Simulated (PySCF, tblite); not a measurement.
Rigid-rotor lines calculated for a species of formula C5H7ClN2Si (commonest isotopes; CAM-B3LYP/def2-SVPD in PySCF (dipole) on a GFN2-xTB geometry, gas phase), labelled J(Ka,Kc):

```
     transition     MHz
2(1,1) ← 1(1,0)  3600.3
2(0,2) ← 1(0,1)  3257.5
1(1,1) ← 0(0,0)  1982.0
2(1,2) ← 1(1,1)  3112.7
1(0,1) ← 0(0,0)  1678.2
```

Task: Find the rotational constants.

Result: 1(0,1) ← 0(0,0) is B + C, 2(1,1) ← 1(1,0) is 3B + C and 2(1,2) ← 1(1,1) is B + 3C, so B − C is half the difference of the last two, 243.8 MHz. 1(1,1) ← 0(0,0) is A + C. A = 1264.8, B = 961.0, C = 717.2 MHz.

Task: What moments of inertia, asymmetry and inertial defect follow?

Result: I = 505379 MHz·u·Å² over each constant: Ia = 399.57, Ib = 525.88, Ic = 704.63 u·Å²; κ = (2B − A − C)/(A − C) = -0.110 (asymmetric top); Δ = Ic − Ia − Ib = -220.82 u·Å².

Task: Which dipole components do these lines need?

Result: μa and μb (a-type: ΔKa even, ΔKc odd; b-type: both odd). The calculation gives |μa| = 3.88 D, |μb| = 1.18 D, |μc| = 2.50 D.

Task: Where do these fall, and of which type are they? 2(0,2) ← 1(1,1); 3(3,0) ← 2(2,1); 2(1,1) ← 2(0,2); 1(1,1) ← 1(0,1); 3(2,1) ← 3(2,2); 3(1,2) ← 2(0,2); 3(2,1) ← 2(1,2); 3(3,1) ← 2(2,0); 3(1,2) ← 3(1,3); 3(3,1) ← 3(2,2); 3(1,3) ← 2(0,2).

Result: 
```json
{"transition": "1(1,1) ← 1(0,1)", "MHz": "304", "type": "c", "branch": "Q"}
{"transition": "3(2,1) ← 3(2,2)", "MHz": "420", "type": "a", "branch": "Q"}
{"transition": "2(1,1) ← 2(0,2)", "MHz": "890", "type": "b", "branch": "Q"}
{"transition": "3(1,2) ← 3(1,3)", "MHz": "1435", "type": "a", "branch": "Q"}
{"transition": "3(3,1) ← 3(2,2)", "MHz": "2182", "type": "b", "branch": "Q"}
{"transition": "2(0,2) ← 1(1,1)", "MHz": "2954", "type": "b", "branch": "R"}
{"transition": "3(1,3) ← 2(0,2)", "MHz": "4775", "type": "b", "branch": "R"}
{"transition": "3(1,2) ← 2(0,2)", "MHz": "6210", "type": "c", "branch": "R"}
{"transition": "3(2,1) ← 2(1,2)", "MHz": "7097", "type": "b", "branch": "R"}
{"transition": "3(3,1) ← 2(2,0)", "MHz": "7117", "type": "b", "branch": "R"}
{"transition": "3(3,0) ← 2(2,1)", "MHz": "7244", "type": "b", "branch": "R"}
```

Task: Which structure gave them?

Result: `N#CCC[Si@@H](Cl)CC#N`, point group C1. Three constants can't fix a structure by themselves; this is the one that was computed:
```xyz
16
C5H7ClN2Si angstrom
N     -1.199    0.583   -2.424
C     -1.452   -0.088   -1.533
C     -1.735   -0.922   -0.396
C     -0.874   -0.530    0.816
Si     1.012   -0.629    0.509
Cl     1.421   -2.213   -0.681
C      1.609    0.955   -0.395
C      1.285    2.119    0.370
N      1.008    3.028    1.006
H     -1.538   -1.960   -0.681
H     -2.798   -0.826   -0.156
H     -1.135    0.484    1.124
H     -1.148   -1.186    1.644
H      1.715   -0.777    1.782
H      2.689    0.928   -0.547
H      1.132    1.045   -1.374
```

The values belong to one conformer (point group C1) with, in the numbering `[N:1]#[C:2][CH2:3][CH2:4][Si@@H:5]([Cl:6])[CH2:7][C:8]#[N:9]`, C2–C3–C4–Si5 -59°, C3–C4–Si5–Cl6 -37°, C4–Si5–C7–C8 58°. Its GFN2-xTB frequencies are all real (lowest 28 cm⁻¹). Constants of a rigid frame at the computed geometry: no zero-point averaging, no centrifugal distortion. Quadrupole hyperfine structure (14N, 35Cl) is left out.

The run took 2.4 min wall on Arm Neoverse N1, one thread, no GPU, shared host with 64 logical CPUs at a one-minute load of 52, and the process peaked at 1.2 GiB of memory. This is the CAM-B3LYP/def2-SVPD job that gave the dipole, with the excitations it also computed.
